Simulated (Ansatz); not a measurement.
Species: C$_{4}$H$_{5}$GeS (charge -1, singlet). It need not be the lowest isomer of its formula. Whether it binds its extra electron was not tested at this geometry. SMILES: [GeH3][c]1c[c-]cs1
Geometry: optimised at B3LYP-D3(BJ)/def2-TZVP (Ansatz, a quantum-chemistry and plane-wave program).

Parts of the frozen-core correlation energy in 6-31G* (Ansatz, hartree). Frozen orbitals: 23; correlated occupied orbitals by spin: 16 and 16; virtual: 85 and 85. Spin-orbit coupling is left out. No relativistic terms. The restricted reference is unstable.

| term | value |
|---|---|
| reference (HF) | -2626.86251 |
| MP2 opposite-spin | -0.53706 |
| MP2 same-spin | -0.19174 |
| CCSD correlation | -0.76991 |
| (T) | -0.03803 |
| T1 diagnostic | 0.020 |
| largest doubles amplitude | 0.052 |
